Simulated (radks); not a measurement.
Valence configurations of the molybdenum ion Mo+ (all share [Kr]). Calculated with a radial shooting solver on a logarithmic mesh with Libxc functionals: scalar-relativistic Kohn-Sham, LDA (Slater exchange, Perdew-Wang correlation), spin-unpolarised, spherical densities, point nucleus. Energies are relative to 4d5; eigenvalues in eV.

valence      E (eV)    e(4d)    e(5p)    e(5s)
4d5           0.000  -10.659        -        -
4d4 5p1       5.492  -14.071   -7.570        -
4d3 5s2       3.472  -15.550        -  -12.426
4d4 5s1       1.082  -12.973        -  -11.282
4d2 5p3      23.220  -21.381  -10.010        -
4d4.5 5s0.5   0.394  -11.782        -  -10.714
4d2 5s1 5p2  17.835  -20.415   -9.539  -14.868
4d3 5p2      13.135  -17.658   -8.833        -
4d4.5 5p0.5   2.504  -12.342   -6.877        -
4d3.5 5s1.5   2.098  -14.231        -  -11.853

NIST lists [Kr] 4d5 as the ground configuration; this level of theory agrees among the configurations tried. The energies are those of spherical spin-averaged densities, not of single terms.
